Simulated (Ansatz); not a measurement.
**HBr ··· PH3**

The pair of HBr (SMILES Br, atoms 1–2) and PH3 (SMILES P, atoms 3–6), both closed shells, in one local arrangement (a lower one may exist), relaxed at PBE0-D4/def2-TZVP:

```
6
angstrom
Br -0.1690 0.0743 -2.7016
H -0.0766 0.0335 -1.2788
P 0.0959 -0.0421 1.5701
H -0.0840 1.1647 0.8428
H -0.9095 -0.7330 0.8423
H 1.1432 -0.4975 0.7254
```

Computed with Ansatz 0.2.0 (basis: def2-TZVPPD, with def2-QZVPPD for the basis limit); correlated methods freeze the cores. Filled d shells of the heavier atoms are correlated. The def2 sets are not built for correlating such inner shells, so the correlated values are less sure here. B3LYP uses VWN-RPA correlation. Extrapolation: Hartree–Fock as exp(−7.88 √X), correlation as X^−2.97. Interaction energies count from these two fragments, frozen as in the pair, with the counterpoise correction; negative means bound.

Question: What is the interaction energy by CCSD(T) at an estimated basis limit (MP2 extrapolated from triple and quadruple zeta, plus CCSD(T) − MP2 in triple zeta)? (Judge from chemistry; the value comes from the calculation.)

Answer: The calculation gives: -5.6 kJ/mol. Hartree–Fock alone gives 4.6 kJ/mol at the basis limit, so without correlation the pair would not bind at this distance. It counts from the two fragments frozen as in the pair.

The same quantity by other methods in triple zeta, and each one's difference from that estimate:
```csv
method,E_int (kJ/mol),difference
PBE-D4,-8.3,-2.7
revPBE-D4,-6.1,-0.5
BLYP-D4,-5.6,-0.1
r2SCAN-D4,-6.7,-1.1
B97M-V,-5.9,-0.3
PBE0-D4,-7.0,-1.4
B3LYP-D4,-5.6,-0.1
HSE06-D4,-7.1,-1.5
wB97X-V,-4.7,0.9
wB97M-V,-5.2,0.3
B2PLYP,-2.2,3.3
HF,4.6,10.2
MP2,-5.3,0.3
CCSD,-2.6,3.0
CCSD(T),-4.0,1.6
```
Differences are method less estimate.

Basis-set superposition shift (counterpoise-corrected less uncorrected): CCSD(T) 2.6; MP2 2.6; HF 0.5; PBE0-D4 0.5; wB97M-V 0.5 kJ/mol.

T1 diagnostic: at most 0.014.

For scale, one of the runs: CCSD(T)/def2-TZVPPD, 173 basis functions, launched by `ansatz run in.yaml --threads 2 --pin off --events-out ev --progress --plain --max-ram 5222MiB`. The run took 38 s on 2 CPU threads of an Arm Neoverse V1 (shared host), with 1.4 GiB of host memory at its peak.
